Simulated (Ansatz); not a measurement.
Reaction (SMILES): N[SiH2][N][SiH3] → N[SiH][SiH2]N

Wanted: isomerisation energy (enthalpy at 298 K), in kcal/mol. Set-up: spin-orbit terms left out; non-relativistic; valence correlation only; 6-311+G** with 5d, 6d on Na to Ar in Ansatz (a quantum-chemistry and plane-wave program); six Cartesian d functions in 6-31G* and its kin unless marked 5d; UHF or UKS for open shells; LANL2DZ with its own core potentials from Na on. Basis-set limits of correlation are two-point, X^-3; Hartree-Fock from the larger set. First-principles rows: single points at B3LYP-D3(BJ) geometries (Ansatz), with unscaled harmonic terms from B3LYP/6-31G* (Ansatz) at its own minima.

Coupled cluster (Ansatz) is a level with limits of its own, used here on species with T1 under 0.025 (0.045 for open shells) and stable references: CCSD(T)/CBS(cc-pV(T+d)Z,cc-pV(Q+d)Z).

Value to compare with, CCSD(T)/CBS(cc-pV(T+d)Z,cc-pV(Q+d)Z) (Ansatz): -2.5 kcal/mol.

| level | program | isomerisation energy (enthalpy at 298 K) (kcal/mol) | difference |
|---|---|---|---|
| MP2/STO-3G | Ansatz | 14.1 | 16.6 |
| MP2/3-21G | Ansatz | -7.5 | -5.0 |
| MP2/LANL2DZ | Ansatz | -16.8 | -14.3 |
| MP2/6-31G* | Ansatz | -3.8 | -1.3 |
| MP2/6-311+G** | Ansatz | -7.3 | -4.8 |

Among the 5 habitual levels, MP2/STO-3G lies farthest from CCSD(T)/CBS(cc-pV(T+d)Z,cc-pV(Q+d)Z) (Ansatz) (16.6 kcal/mol) and MP2/6-31G* nearest (-1.3); 1 of 5 lie above it, and their mean absolute difference is 8.4 kcal/mol, the median 5.0. One case shows no general order.

The sets are all those run for this method; left out are runs that failed, that the program found above a lower state of the same kind, or whose <S^2> lies over 0.5 above the pure value.
